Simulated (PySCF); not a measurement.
## Dipole response of P⁺ (phosphorus, charge +1)

[Ne] 3s2 3p2, high-spin 3P determinant. All numbers are calculated (PySCF 2.14, the spin-free X2C one-electron Hamiltonian (Gaussian nucleus), in aug-cc-pCVQZ-DK). Coupled (time-dependent) response in atomic units; α is the mean over directions.

```json
{"method": "PW91", "mean α (bohr³)": "14.40", "α xx, yy, zz": "13.74, 14.74, 14.74", "C₆ (like pair)": "74.18", "S(−4)": "69.03"}
```

S(−4) is the Cauchy moment in α(ω) = α(0) + S(−4) ω² + …

α(iu) at PW91:

```
u (hartree)  α(iu) (bohr³)
          0          14.40
     0.0500          14.23
      0.100          13.75
      0.200          12.12
      0.300          10.17
      0.500          6.801
      0.750          4.208
       1.00          2.789
       1.50          1.474
       2.00         0.9231
       3.00         0.4824
       5.00         0.2216
```

A single London oscillator, α(iu) = α/(1 + u²/ω²), gives C₆ = (3/4) ω α². Matching the computed C₆ needs ω = 4 × 74.18 / (3 × 14.40²) = 0.477 hartree.

For an ion, C₆ is the dispersion term alone; charge-induced terms of lower order in 1/R come first.

The components differ because the open shell of this determinant is not spherical; for a pure term their mean is the scalar polarisability.
